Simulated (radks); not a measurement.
Q: Species: Mn. Configuration: [Ar] 3d5 4s2. All-electron calculation, scalar-relativistic Kohn-Sham, PBE, spin-polarised, spherical densities, finite nucleus; open shells are filled with parallel spins first; Fermi nuclear charge, rms radius 3.7057 fm; hard spherical wall at 4 bohr. Program: a radial shooting solver on a logarithmic mesh with Libxc functionals. Some entries of the table are withheld. Estimate them.

| orbital | occ. | eigenvalue (eV) | <r^2> (bohr^2) |
|---|---|---|---|
| 1s down | 1 | -6422.010 | 0.004988 |
| 1s up | 1 | -6421.996 | 0.004988 |
| 2s up | 1 | -737.5708 | 0.09241 |
| 2s down | 1 | -735.5454 | 0.09205 |
| 2p up | 3 | -623.5627 | 0.07531 |
| 2p down | 3 | -622.0233 | 0.07492 |
| 3s up | 1 | -81.5169 | 0.8407 |
| 3s down | 1 | -76.4483 | 0.8480 |
| 3p up | 3 | -50.2859 | 0.9729 |
| 3p down | 3 | -45.3256 | 0.9913 |
| 3d up | 5 | -2.5966 | 1.744 |
| 3d down | 0 | 1.7632 | 1.987 |
| 4s up | 1 | 1.8337 | 5.473 |
| 4s down | 1 | 3.5438 | 5.635 |
| 4p up | 0 | 9.1395 | 5.980 |
| 4p down | 0 | 10.6467 | 6.119 |
| 4d up | 0 | (1) | (2) |
| 4d down | 0 | (3) | (4) |
| 5s up | 0 | (5) | 6.475 |
| 5s down | 0 | (6) | 6.426 |

A: 
(1) 4d up eigenvalue (eV): 22.7350
(2) 4d up <r^2> (bohr^2): 6.226
(3) 4d down eigenvalue (eV): 24.4876
(4) 4d down <r^2> (bohr^2): 6.144
(5) 5s up eigenvalue (eV): 41.6415
(6) 5s down eigenvalue (eV): 43.6772
